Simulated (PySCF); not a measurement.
Vertical excitations of a molecule C5H8O from PySCF with TDA-PBE/def2-SVPD, as energy in eV (oscillator strength): 4.62 (0.007), 5.57 (0.019), 5.94 (0.014), 6.14 (0.011), 6.24 (0.006), 6.58 (0.006), 6.68 (0.441), 6.77 (0.021), 7.01 (0.007), 7.15 (0.004). Lowest triplet (TDA): 4.11 eV. Geometry optimised at B3LYP-D3(BJ)/def2-SVP. The values are those of a single conformer.

**Question.** Which structure fits?
A) CC1=CO[C@H]1C
B) C[C@@H]1CCC1=O
C) C=CCOC=C
D) C#CC[C@H](C)O

**Answer.** C, C=CCOC=C
